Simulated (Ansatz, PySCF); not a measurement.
PySCF was given this input:
```python
from pyscf import gto, scf, dft

mol = gto.M(
    atom='''
S     0.00000000    0.00000000    0.00000000
''',
    basis='cc-pvtz',
    spin=2,
    verbose=4,
)

mf = dft.UKS(mol)
mf.xc = 'wb97m_v'
mf.grids.atom_grid = (99, 590)
mf.grids.prune = None
mf.kernel()
```

**Question.** Give the equivalent Ansatz (a quantum-chemistry and plane-wave program) input.

**Answer.** One answer among several that fit: 
Ansatz 0.2 input:
```yaml
crystal:
  periodic: [false, false, false]
  atoms:
    - {symbol: S, position_ang: [0.00000000, 0.00000000, 0.00000000]}
basis:
  gaussian:
    orbitals: cc-pVTZ
hamiltonian:
  xc: {name: wB97M-V}
magnetization: {spin_polarized: true, initial_magnetization: 2}
accuracy: high
```

Both were run: PySCF gave -398.097821 Eh and Ansatz -398.097821 Eh, 0.000 mEh apart.
